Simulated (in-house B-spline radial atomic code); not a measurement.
Results of a calculation; reference values are marked as such.
# Quantum size effects in thin In films (stabilised jellium)

The positive ions are smeared into a uniform slab; the electrons are solved self-consistently in the LDA (PW92) on a fine grid across the film. Stabilised jellium adds, inside the slab, the constant potential −n de/dn that makes the bulk stable at the metal's density. No lattice, so no dependence on crystal face. Atomic units unless named. The table is for the stabilised model.

In: 3 valence electrons per atom, density 7.31 g/cm³, mass 114.82 u, so r_s = 2.41 bohr.

| thickness (nm) | in Fermi wavelengths | filled subbands | work function (eV) | surface energy (J/m²) |
| --- | --- | --- | --- | --- |
| 0.209 | 0.501 | 1 | 3.258 | 0.590 |
| 0.261 | 0.625 | 2 | 4.060 | 0.727 |
| 0.313 | 0.750 | 2 | 4.311 | 0.717 |
| 0.365 | 0.875 | 2 | 4.117 | 0.636 |
| 0.418 | 1.000 | 2 | 3.635 | 0.630 |
| 0.470 | 1.125 | 3 | 4.023 | 0.707 |
| 0.522 | 1.250 | 3 | 4.189 | 0.693 |
| 0.574 | 1.375 | 3 | 4.071 | 0.646 |
| 0.627 | 1.501 | 3 | 3.777 | 0.646 |
| 0.678 | 1.625 | 4 | 4.005 | 0.694 |
| 0.731 | 1.750 | 4 | 4.127 | 0.683 |
| 0.783 | 1.874 | 4 | 4.051 | 0.653 |
| 0.835 | 2.000 | 4 | 3.851 | 0.653 |

(1) At what steps in thickness do new subbands fill, and why?

(2) How large is the oscillation of the work function here?

(3) The film of 8.88 bohr has subband bottoms at -11.637, -8.707, -4.673 eV, measured from the vacuum level. Show that these levels and neutrality give the work function in the table.

Answers

(1) λ_F = 2π/k_F = 7.890 bohr = 0.418 nm. New subbands appear by 0.625, 1.125, 1.625 λ_F, each within the grid step of 1/8 λ_F; the true step is half a wavelength (0.209 nm), since a level crosses E_F each time one more half wave at k_F fits across the film.

(2) It runs from 3.258 to 4.311 eV over the table, 1.05 eV within the first four rows and 0.28 eV within the last four, about a thick-film value of 4.00 eV. The grid can skip the cusp where a subband opens, so the true swing can be larger; measurement on the bulk metal gives 4.09 eV.

(3) Each subband holds (E_F − ε_j)/π electrons per bohr², spin included. Neutrality needs n L = 0.017055 × 8.88 = 0.15145, and π n L × 27.2114 = 12.947 eV. So E_F = (π n L + Σ ε_j)/3 = (12.947 + (-25.017))/3 = -4.023 eV, and the work function is 4.023 eV.
